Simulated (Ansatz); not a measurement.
`C#C[NH][SnH3]` + `BC(=C)C` → `B[C](=C)[SnH3]` + `C#CNC`  (formal exchange of groups at the Sn–N bond)

Gas-phase electronic energies from Ansatz, PBE0-D4/def2-TZVP geometries. CCSD(T)/CBS adds triple-zeta CCSD(T) − MP2 to the extrapolated MP2 energy (def2 sets, frozen cores). Functionals use def2-TZVPP. Elements past krypton have def2 core potentials. For Sn outer-core shells are correlated without core-valence functions, which leaves a few kJ/mol of doubt a bond.

| level | ΔE (kcal/mol) |
| --- | --- |
| PBE0-D4 | 14.3 |
| MP2/def2-TZVPP | 14.4 |
| CCSD(T)/def2-TZVPP | 13.9 |
| HF/def2-QZVPP | 15.4 |

(1) What does CCSD(T)/CBS give? (Best estimate.)

Largest T1 diagnostic among the species: 0.014.

Results:

(1) Ansatz gave: +14.6 kcal/mol. The listed levels differ from it by -0.3, -0.2, -0.7, 0.8 kcal/mol.

In def2-TZVPP, CCSD(T) changes the Hartree–Fock value by −1.2 kcal/mol (the triples alone add −0.2 kcal/mol) and MP2 by −0.7 kcal/mol.
